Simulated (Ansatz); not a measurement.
Input for Ansatz (a quantum-chemistry and plane-wave program): R-wB97X-V/def2-TZVPPD on C2H7Cl (a complex), monomers drawn apart or pushed together. Files ending in .json are basis or fitting sets from the Basis Set Exchange.

Ansatz 0.2 input:
```yaml
crystal:
  periodic: [false, false, false]
  atoms:
    - {symbol: C, position_ang: [0.08600622, 0.02345544, -0.02055014]}
    - {symbol: H, position_ang: [1.15752366, -0.17339939, 0.00099563]}
    - {symbol: H, position_ang: [-0.19272529, 0.62391864, 0.84378367]}
    - {symbol: H, position_ang: [-0.16274502, 0.56100141, -0.93448626]}
    - {symbol: H, position_ang: [-0.45702659, -0.92108159, 0.00033043]}
    - {symbol: C, position_ang: [0.79971247, -0.86146361, 3.15265624]}
    - {symbol: Cl, position_ang: [-0.10233808, 0.62743244, 3.58906312]}
    - {symbol: H, position_ang: [1.71511784, -0.56952805, 2.64737078]}
    - {symbol: H, position_ang: [1.02205268, -1.40439069, 4.06622712]}
    - {symbol: H, position_ang: [0.17609042, -1.45706916, 2.49350264]}
basis:
  gaussian:
    orbitals: def2-TZVPPD.json
hamiltonian:
  xc: {name: wB97X-V}
scf: {lower_state_search: off}
```

The log:

```
WARN ansatz: RAYON_NUM_THREADS=1 ignored (pool sized by the plan → 1); use --threads N
Functional definition: wB97X-V
these checks for a lower state are left out or cut short: stability, starts, cluster_reference, orbital_swaps, neighbouring_geometries, increment
integrals: 0.19 GiB planned
1088 factors; their error is unknown
integrals: 0.22 GiB planned
331 factors; integrals over basis functions are off by at most 3.5e-5 eV
mean field: 1.60 GiB planned
mean field evaluation 1: about -14707.0089 eV, gradient 3.6e1 eV
mean field evaluation 2: about -14708.6209 eV, gradient 2.3e1 eV
mean field evaluation 4: about -14709.8141 eV, gradient 9.4e-1 eV
mean field evaluation 8: about -14709.8226 eV, gradient 5.6e-1 eV
mean field evaluation 16: about -14709.8230 eV, gradient 6.9e-6 eV
mean field -14709.82297594 eV, -540.5760236896 hartree, gradient 6.8e-6 eV, S^2 0.000000; 0 other end points of the search recorded, 0 dependent functions left out
reference -14709.82297326 eV, -540.5760235910 hartree; 18, 18 occupied and 226, 226 virtual orbitals, 1088 factors
Total energy: -14709.82297326 eV, -540.5760235910 hartree
Checks for a lower state left out: stability, starts, cluster_reference, orbital_swaps, neighbouring_geometries, increment
```

The calculation finished and met its thresholds.

Cost: roughly 9 core-seconds.
